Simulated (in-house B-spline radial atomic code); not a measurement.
# Ionising Pr IV (Pr3+) with different functionals

Computed with a radial B-spline atomic code at the basis-set limit: four-component Dirac-Coulomb Hamiltonian, Fermi nucleus of rms radius 4.8919 fm, spin-restricted, spherical fractional occupations for the functionals. The ionisation energy is the difference of two self-consistent energies, [Xe] 4f2 → [Xe] 4f1, without Breit or QED terms; ε is the level of the shell that loses the electron (mean over j). The electron is taken from both j subshells in proportion to 2j + 1, so the result is a j average, not the step between ground levels.

Hybrids are left out here: with spherical fractional occupations of an open shell their exact exchange keeps a self-interaction that integer-occupation calculations don't have.

```tsv
method	rung	ΔSCF (eV)	-ε(4f) (eV)
LDA VWN5	LDA	39.30	30.11
relativistic LDA	LDA	?	?
LDA PW92	LDA	39.29	30.10
LDA exchange-only	LDA	37.46	28.34
PBE	GGA	?	?
PBEsol	GGA	39.00	29.82
BLYP	GGA	38.75	29.59
RPBE	GGA	38.87	29.70
PW91	GGA	39.04	29.87
BP86	GGA	39.05	29.88
AM05	GGA	39.04	29.86
OLYP	GGA	39.35	30.12
```

(1) What does relativistic LDA give?

(2) What does PBE give?

(3) How do they compare with the NIST value?

Results:

(1) ΔSCF 39.47 eV, and -ε(4f) = 30.26 eV.

(2) ΔSCF 38.94 eV, and -ε(4f) = 29.77 eV.

(3) NIST lists 38.98 eV ± 0.025 (semi-empirical, ground level to ground level). Errors run from -1.52 to +0.49 eV; PBEsol is closest (+0.02 eV), but part of that can be cancellation, since the calculations leave out Breit-QED terms, spin polarisation, the choice among j levels, multiplet and fine-structure energies.
